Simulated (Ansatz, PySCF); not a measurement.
Isomers of CHN: 1 is C#N, 2 is [C-]#[NH+]; one conformer of each (the lowest of an xTB search), B3LYP-D3(BJ)/def2-TZVP minima.
Isomer 1 (charge 0, multiplicity 1):
```
atom    x (Å)   y (Å)   z (Å)
----  -------  ------  ------
C     -0.0265  0.0000  0.0000
N      1.1197  0.0000  0.0000
H     -1.0932  0.0000  0.0000
```
Isomer 2 (charge 0, multiplicity 1):
```csv
atom,x (Å),y (Å),z (Å)
C,1.1085,-0.0015,0.0000
N,-0.0555,0.0000,0.0000
H,-1.0530,0.0015,0.0000
```

No zero-point or thermal terms.

Frozen-core correlation. Rows in 6-31G*, STO-3G carry no dispersion term and start afresh at each structure (6-31G* with six Cartesian d functions).

Run with Ansatz (a program for electronic structure); PySCF for 6-31G* rows, STO-3G rows, the dispersion terms. Values without a source in brackets are computed.

| level | electronic energy of isomer 2 less that of isomer 1 (eV) |
|---|---|
| HF/STO-3G | 0.842 |
| PBE-D3(BJ)/def2-TZVPP | 0.643 |
| BP86/6-31G* | 0.747 |
| PBE0-D4/def2-TZVPP | ___ |
| B2PLYP/def2-TZVPP | 0.663 |
| B2PLYP-D3(BJ)/def2-TZVPP | 0.661 |
| MP2/cc-pVDZ | ___ |
| CCSD/cc-pVDZ | 0.664 |
| CCSD(T)/cc-pVTZ | 0.643 |

What belongs in the gaps?


- PBE0-D4/def2-TZVPP, electronic energy of isomer 2 less that of isomer 1 (eV): 0.593
- MP2/cc-pVDZ, electronic energy of isomer 2 less that of isomer 1 (eV): 0.799
